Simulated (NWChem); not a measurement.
System: C3H7FOSi; SMILES C=C[Si@H](F)OC

The following NWChem deck was run.

```
start job
memory heap 200 mb stack 900 mb global 1100 mb
geometry units angstroms noautosym nocenter noautoz
  C      0.582056    -2.663729     0.265590
  C      0.491359    -1.616707    -0.564874
  Si    -0.315643    -0.044405    -0.019558
  F     -1.707832     0.188611    -0.813265
  O      0.707744     1.204699    -0.343573
  C      0.497242     2.538304     0.105042
  H      0.191498    -2.626833     1.281895
  H      1.049862    -3.603706    -0.022878
  H      0.900715    -1.706998    -1.571622
  H     -0.655763    -0.095249     1.426919
  H      0.155548     2.565402     1.149082
  H      1.448295     3.074028     0.035647
  H     -0.242717     3.049715    -0.522424
end
basis spherical
  * library def2-svp
end
dft
  xc xpbe96 cpbe96
  iterations 150
end
cosmo
  do_cosmo_smd true
  solvent water
end
task dft energy
```

The geometry was optimised at B3LYP/6-31G* (spherical d). Solvent: water.

Level: PBE/def2-SVP with SMD (1 M gas to 1 M solution), gas-phase geometry. Reactions with the solvent are ignored.

Q: What results follow from this input? (PBE/def2-SVP, SMD on the gas-phase geometry.) Quantities: solvation free energy (kcal/mol); cavity-dispersion-structure term (kcal/mol); dipole in solution (D).

A: 
```yaml
solvation free energy (kcal/mol): 0.6
cavity-dispersion-structure term (kcal/mol): 5.3
dipole in solution (D): 1.51
```
